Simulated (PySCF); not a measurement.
# Core-level binding energies of `FC(F)Oc1ccco1`

Species: C₅H₄F₂O₂.
SMILES with atom numbers: `[F:1][CH:2]([F:3])[O:4][c:5]1[cH:6][cH:7][cH:8][o:9]1`

Geometry (PBE0-D3(BJ)/def2-SVP, Å), atoms numbered from 1 in this order:
```
atom  x, y, z in Å
F1     2.7990   -0.0047   -0.2825
C2     2.0843    0.8259    0.4860
F3     2.8682    1.2749    1.4591
O4     1.0622    0.1409    1.0986
C5    -0.0442   -0.1414    0.3939
C6    -1.1852   -0.7772    0.7747
C7    -2.0104   -0.7778   -0.3988
C8    -1.3051   -0.1501   -1.3756
O9    -0.0910    0.2419   -0.8877
H10    1.7185    1.6609   -0.1334
H11   -1.4011   -1.1843    1.7579
H12   -3.0085   -1.1998   -0.4957
H13   -1.4965    0.0886   -2.4169
```

The calculation used PySCF, delta-SCF UKS SCAN, pcX-2 on the ionised atom, pcseg-1 elsewhere, spin-free X2C. Vertical ΔSCF values, vacuum level as zero.

**Question.** What binding energy does each computed site have?

**Answer.** 
```tsv
atom(s)	environment	level	binding energy (eV)	above the level's lowest (eV)	count
F1/F3	fluorine of a CF2 group	F 1s	693.66	0.00	2
C2	CHF2 carbon	C 1s	297.73	+7.11	1
O4	aryl ether oxygen	O 1s	540.38	0.00	1
C5	aromatic carbon bearing oxygen	C 1s	293.76	+3.14	1
C6	aromatic CH carbon	C 1s	290.62	0.00	1
C7	aromatic CH carbon	C 1s	290.85	+0.23	1
C8	aromatic CH next to a ring oxygen	C 1s	291.77	+1.15	1
O9	furan-type oxygen	O 1s	540.57	+0.19	1
```

The listed C 1s values span 7.11 eV, from C6 (bonded to 2 C (aromatic in the SMILES) and H) to C2 (bonded to 2 F, O and H). The widest gap between neighbouring values is 3.97 eV, between 293.76 and 297.73 eV. Summing the Pauling electronegativity differences to the bonded atoms, each weighted by its formal bond order, gives -0.35 for the lowest site and +3.40 for the highest; no listed site has a larger sum than the highest.

The 2 O 1s values lie within 0.19 eV of each other; Gaussian lines of 0.5 eV full width would blend them into one maximum.

**Question.** What is the longest wavelength that can ionise C 1s of C8 vertically?

**Answer.** λ = hc/E = 12398.42 eV Å / 291.77 eV = 42.494 Å.

One atom of each set of topologically equivalent atoms was ionised and stands for the set; in this conformer not all members are related by symmetry, and their own values weren't computed. Geometry: PBE0-D3(BJ)/def2-SVP, one conformer, isolated molecule.

Time: 83 s of wall time. Hardware: one thread of an x86-64 server, shared host.
